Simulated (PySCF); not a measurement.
First hyperpolarisability: SMILES C(C=C)#CC1C=C1, C7H6

Geometry:
```
atom   x (Å)   y (Å)   z (Å)
  C1  -3.193   0.208   0.061
  C2  -2.120  -0.342  -0.499
  C3  -0.801  -0.087  -0.079
  C4   0.331   0.130   0.278
  C5   1.675   0.380   0.694
  C6   2.730  -0.689   0.522
  C7   2.802   0.301  -0.310
  H8  -3.107   0.896   0.886
  H9  -4.187  -0.012  -0.288
 H10  -2.216  -1.033  -1.329
 H11   1.756   1.075   1.528
 H12   3.074  -1.621   0.897
 H13   3.251   0.796  -1.135
```

The calculation used PySCF 2.14.0, quadratic response CAM-B3LYP/def2-SVPD first hyperpolarisability, Taylor convention, gas phase. Geometry: GFN2-xTB.

Problem. Give β for the processes computed.

Solution. In au, Taylor convention; the vector part is βᵢ = ⅓ Σⱼ (βᵢⱼⱼ + βⱼᵢⱼ + βⱼⱼᵢ); β∥ is 3/5 of the vector part along the dipole, the dipole points from − to +:
```
                   process  λ (nm)  β vector norm     β∥  β HRS  depolarisation ratio
           static β(0;0,0)       ∞          294.1  163.3  132.5                  3.93
second harmonic β(−2ω;ω,ω)    1550          337.2  188.1  150.7                  4.02
         Pockels β(−ω;ω,0)    1550          307.5  171.0      –                     –
second harmonic β(−2ω;ω,ω)    1064          398.1  223.3  176.4                  4.12
         Pockels β(−ω;ω,0)    1064          323.6  180.3      –                     –
second harmonic β(−2ω;ω,ω)   694.3          661.8  376.3  287.3                  4.39
         Pockels β(−ω;ω,0)   694.3          371.1  207.7      –                     –
```

Problem. Which lowest excitations, dipole and polarisabilities go with it?

Solution. S1 5.18 eV (f = 0.367); S2 5.32 eV (f = 0.000); S3 5.70 eV (f = 0.095); dipole 1.08 D; isotropic α 85.6 au static, 86.2 au at 1550 nm, 86.9 au at 1064 nm, 88.2 au at 775 nm, 88.9 au at 694.3 nm, 91.6 au at 532 nm, 104.1 au at 347.1 nm.
